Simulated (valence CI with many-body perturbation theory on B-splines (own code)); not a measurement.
Results of a calculation; reference values are marked as such.
# Sensitivity of CI+MBPT for Os LXXI

Method: configuration interaction combined with many-body perturbation theory (CI+MBPT): four valence electrons over a frozen Dirac-Fock core [He], radial functions for each j: 6 s, 6 p, 5 d, 3 f, 1 g, with the one-electron correlation potential Σ1 (screened to all orders), the two-electron term Σ2, the three-electron term Σ3, Breit, model QED; selected single and double excitations, second order for the rest, scaled by the run's own slope (own B-spline code, finite nucleus).

The last digits are not significant, and no measured levels were compared; by estimate large intervals hold to a few tenths of a per cent, small ones and those within an open d or f shell to about a per cent.

The reference run has the lowest level (2s^2 2p1/2^2) J=0 and an ionisation energy of 19603.7 eV. Its largest variational space holds 7561 state functions.

Levels are named by their leading jj configuration (3d3/2^4 stands for four electrons in 3d with j = 3/2), which in mixed levels can hold well under half, so a name can repeat and another be missing. Letters in brackets count levels of one name in rising energy.

Changed runs:
A. logarithmic knot step 0.27 → 0.2; natural orbitals for correlation on → off
B. scale of Σ1 1 → 1.1
C. size limit of the variational space 10000 → 3000
D. start configuration 2s2 2p2 → 2s2 3p2 (bad on purpose)

Excitation energies of the reference run in eV, and shifts in cm⁻¹:

```csv
Level,Reference,A,B,C
(2s^2 2p1/2 2p3/2) J=1,1598.1,-3748,+193,-3.6
(2s^2 2p1/2 2p3/2) J=2,1616.3,-2530,+193,-6.2
(2s 2p1/2^2 2p3/2) J=2,1913.9,-1846,-103,-5.5
(2s 2p1/2^2 2p3/2) J=1,2005.2,+1994,-103,-11
(2s^2 2p3/2^2) J=2,3240.4,-5117,+382,-4.2
(2s^2 2p3/2^2) J=0,3305.8,-3286,+383,-0.1
(2s 2p1/2 2p3/2^2) J=2 [a],3482.3,-6697,+89,-4.2
(2s 2p1/2 2p3/2^2) J=3,3527.5,-4160,+89,-3.1
(2s 2p1/2 2p3/2^2) J=0,3593.6,-1563,+91,-0.1
(2s 2p1/2 2p3/2^2) J=1 [a],3617.2,-1670,+89,-7.5
(2s 2p1/2 2p3/2^2) J=2 [b],3626.1,-205,+89,-6.6
(2s 2p1/2 2p3/2^2) J=1 [b],3630.8,-460,+90,-7.8
Ionisation energy (eV),19603.7,-1.4,+0.056,0
```

Run D: It gave no result: the start configuration must fill the lowest shells above the core. The program said: "3p is not the lowest shell of its kind above the core".
